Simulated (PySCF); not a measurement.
# Sn: ionisation energy

Sn [Kr] 4d10 5s2 5p2 (3P) → Sn⁺ [Kr] 4d10 5s2 5p1 (2P), as a difference of total energies. Calculation: PySCF 2.14, in cc-pVDZ-PP with ECP28MDF (4s3p2d, 23 functions); a scalar-relativistic core potential. Correlated levels: valence: 4s2 4p6 4d10 frozen. The calculations carry no spin-orbit coupling.

Question: Order these methods by the ionisation energy they give, lowest first.
A. UHF
B. PBE0
C. PBE
D. MP2 (valence)

Answer: A (6.858 eV), D (7.071 eV), C (7.251 eV), B (7.305 eV).

Errors of the correlated levels include the incompleteness of this basis and the frozen core.

For comparison: 7.389 eV (measured; NIST levels, between the centres of gravity of the two terms).
